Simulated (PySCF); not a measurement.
Molecule: SMILES C=C[CH2][AlH2-][S+](C)C, C5H13AlS.

Cartesian coordinates in Å; atom numbers follow the order of the lines, from 1:
```xyz
20

C     3.616   -0.029    0.152
C     2.587   -0.557   -0.498
C     1.524    0.215   -1.202
Al    0.296    0.432    0.374
S    -1.929    0.780   -0.672
C    -2.160   -0.976   -1.064
C    -2.682    0.852    0.971
H     3.782    1.036    0.174
H     4.335   -0.636    0.676
H     2.468   -1.635   -0.500
H     1.227   -0.308   -2.119
H     1.920    1.197   -1.497
H     0.237    1.760    1.190
H    -0.134   -0.835    1.203
H    -3.214   -1.221   -0.975
H    -1.835   -1.116   -2.090
H    -1.559   -1.589   -0.393
H    -2.021    0.385    1.703
H    -2.816    1.902    1.210
H    -3.646    0.353    0.943
```

Frames of a GFN2-xTB Langevin trajectory at 300 K; GIAO PBE0/pcSseg-1 shieldings in PySCF, gas phase, non-relativistic; equivalent atoms averaged within each frame.

δ = σ(ref) − σ, references computed at the same level: TMS for $^{13}$C (σ = 186.93 ppm) and $^{1}$H (σ = 31.72 ppm); $^{27}$Al (σ = 489.97 ppm) vs AlH4-; $^{33}$S (σ = 503.73 ppm) vs CS2. The references are static minima.

Question: How do the shifts (ppm) fluctuate along the trajectory?

Answer: 
```
         time (fs)     C2     C1  C6/C7    C3    Al4    S5   H10    H8  H13/H14    H9
optimised geometry  147.6  112.6   27.0  23.0   67.9  -118  6.33  5.11     3.82  4.89
               250  146.7  110.1   25.1  22.7  103.2   -92  6.68  5.13     4.46  3.77
               425  154.1  119.4   26.1  24.3   70.3   -60  6.67  5.28     4.04  4.22
               625  144.4  118.7   25.2  26.2  133.2  -151  6.74  5.97     5.01  5.23
               800  144.7  108.4   25.3  25.8  117.8  -101  6.27  5.42     4.64  4.24
              1000  145.6  103.9   26.0  29.9   89.1  -140  5.66  4.48     4.59  4.54
    mean of frames  147.1  112.1   25.5  25.8  102.7  -109  6.40  5.26     4.55  4.40
standard deviation    4.0    6.7    0.5   2.7   24.5    37  0.46  0.54     0.35  0.54
```

5 frames give an uncertainty of the mean of about the standard deviation over 2.2 at best, since frames this close in time may not be independent; classical motion lacks zero-point vibration, and the reference would need the same averaging.
